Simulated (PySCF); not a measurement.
Ta(S)(Cl)(NH2)2 (ClH₄N₂STa), SMILES [NH2][Ta]([NH2])(=[S])[Cl], multiplicity 1. Atoms are numbered in the order given.

```xyz
9

Ta    -0.1525    -0.0523     0.0000
S      1.3236    -1.6552     0.0000
Cl     0.8193     2.0775     0.0000
N     -1.2534    -0.2628    -1.6269
H     -1.1078    -0.9516    -2.3723
H     -2.1035     0.2811    -1.8194
N     -1.2534    -0.2628     1.6269
H     -1.1078    -0.9516     2.3723
H     -2.1035     0.2811     1.8194
```

Coordinates come from a PBE-D3(BJ)/def2-SVP optimisation. The spin state was assumed, not searched. The structure was generated by enumeration; whether it is a known compound was not checked. The def2 effective core potentials stand for the cores of Ta; spin–orbit coupling is left out. The values are those of a single conformer.

Level of theory: PBE-D3(BJ)/def2-SVP run with PySCF.

Frequencies are harmonic and unscaled.

Computed harmonic wavenumbers and intensities:
| mode | ν (cm⁻¹) | IR (km/mol) | moving atoms (share of kinetic energy) |
|---|---|---|---|
| 1 | 111 | 1.0 | S 42 %, Cl 40 %, Ta 14 % |
| 2 | 126 | 0.4 | N 32 %, Cl 28 %, Ta 19 %, S 11 %, H 10 % |
| 3 | 161 | 7.6 | N 54 %, H 22 %, Ta 10 % |
| 4 | 163 | 0.8 | N 39 %, H 36 %, S 20 % |
| 5 | 189 | 5.0 | N 64 %, H 26 % |
| 6 | 201 | 5.9 | H 81 %, N 10 % |
| 7 | 352 | 15.1 | H 50 %, Cl 42 % |
| 8 | 386 | 22.2 | H 46 %, Cl 39 %, Ta 11 % |
| 9 | 470 | 77.5 | H 79 %, N 21 % |
| 10 | 504 | 53.4 | S 56 %, H 30 % |
| 11 | 508 | 217.6 | H 67 %, N 20 %, S 11 % |
| 12 | 534 | 0.8 | H 81 %, N 19 % |
| 13 | 584 | 32.1 | H 59 %, S 17 %, N 17 % |
| 14 | 664 | 82.2 | N 72 %, H 15 %, Ta 12 % |
| 15 | 672 | 50.0 | N 79 %, H 15 % |
| 16 | 1450 | 45.5 | H 89 %, N 11 % |
| 17 | 1454 | 27.0 | H 89 %, N 11 % |
| 18 | 3452 | 103.9 | H 96 % |
| 19 | 3455 | 64.3 | H 96 % |
| 20 | 3552 | 34.3 | H 92 %, N 8 % |
| 21 | 3552 | 51.5 | H 92 %, N 8 % |
